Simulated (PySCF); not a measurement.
# Which element holds H most strongly?

CCSD(T) in PySCF with def2-TZVPPD on every atom (core potentials on Ru, In, Sb, Hf), for the lowest determinant that a PBE0 search found; no spin–orbit coupling. D0 is De less the harmonic zero-point energy.

```
 M  state (unpaired electrons)  Re (Å)  ωe (cm⁻¹)  D0(MH) (eV)
Ti     quartet (σ ↑, π ↑, δ ↑)   1.772       1554         2.03
Ru         quartet (σ ↑, δ ↑↑)   1.574       2005         2.62
Sb              triplet (π ↑↑)   1.707       1937         2.43
 C               doublet (π ↑)   1.121       2849         3.37
Co          triplet (π ↑, δ ↑)   1.511       1853         2.15
Hf               doublet (δ ↑)   1.848       1668         2.71
In      singlet (closed shell)   1.837       1486         2.65
```

Order the elements by D0 and give the energy of HfH + In → InH + Hf.

C > Hf > In > Ru > Sb > Co > Ti; ΔE = 2.71 − 2.65 = +0.06 eV at CCSD(T)/def2-TZVPPD. Close neighbours can swap at other levels.

Correlated steps freeze the inner cores (0 to 5 orbitals); shallow outer-core shells are correlated. UHF and ROHF references stand side by side, which adds small steps between rows. These are scalar-relativistic numbers at best; spin–orbit coupling would shift them, the dissociation energy most. Where the molecule has an RHF reference, its open-shell atoms are computed with UHF. The CCSD T1 diagnostic is raised in CoH, TiH, a sign that a single reference may not be enough there. States were picked by a PBE0 search and need not be the measured ground states. The state is the lowest single determinant that the PBE0 search found; with open d or f shells the true ground state can be another one.
